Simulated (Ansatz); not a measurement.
F₂H₄HfN₂ (`[NH2][Hf]([NH2])([F])[F]`) at its PBE0-D4/def2-TZVP geometry, where that method's forces vanish. The species carries charge 0 and has multiplicity 1. Hf: def2 effective core potential.

| atom | x (Å) | y (Å) | z (Å) |
| --- | --- | --- | --- |
| N1 | 0.1252 | -0.9878 | 1.3767 |
| Hf2 | 0.1114 | -0.4173 | -0.5711 |
| N3 | -0.2802 | 1.5693 | -0.5819 |
| F4 | 1.8336 | -0.7713 | -1.3385 |
| F5 | -1.2659 | -1.3794 | -1.4972 |
| H6 | -0.0393 | -0.3823 | 2.1674 |
| H7 | 0.2979 | -1.9245 | 1.7145 |
| H8 | 0.4124 | 2.3055 | -0.5892 |
| H9 | -1.1950 | 1.9878 | -0.6807 |

For each bond, give half the difference of the two atoms' forces along it (eV/Å; positive pushes the atoms apart) under PBE-D4, r2SCAN-D4, B3LYP-D4, ωB97M-V in def2-TZVPP. (Estimate.)

Ansatz gave: 
```
  bond  length (Å)  PBE-D4  r2SCAN-D4  B3LYP-D4  ωB97M-V
N1–Hf2       2.030   -0.07       0.05      0.10     0.06
 N1–H6       1.009    0.22       0.00     -0.05    -0.04
 N1–H7       1.011    0.23       0.01     -0.04    -0.05
Hf2–N3       2.025   -0.11       0.04      0.10     0.07
Hf2–F4       1.918    0.15       0.00      0.11     0.03
Hf2–F5       1.918    0.15       0.00      0.11     0.03
 N3–H8       1.011    0.23       0.01     -0.04    -0.04
 N3–H9       1.011    0.23       0.01     -0.04    -0.04
```

B3LYP here is the variant with VWN-RPA as its local correlation; programs differ in this.
